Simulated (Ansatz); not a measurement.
`C#CBN`, charge 0, multiplicity 1.

(1) Give a relaxed structure at PBE0-D4/def2-TZVP (the Gaussian-basis code of Ansatz). (Best estimate.)

Answers

(1) Ansatz gave: 
Cartesian coordinates in Å:
```
C 0.4053 0.5502 2.0728
C 0.2458 0.0409 0.9908
B 0.0550 -0.6366 -0.3646
N -0.3966 0.0923 -1.4558
H 0.5469 0.9979 3.0292
H 0.2918 -1.8008 -0.5018
H -0.5347 -0.3174 -2.3629
H -0.6136 1.0735 -1.4077
```
Point group Cs.
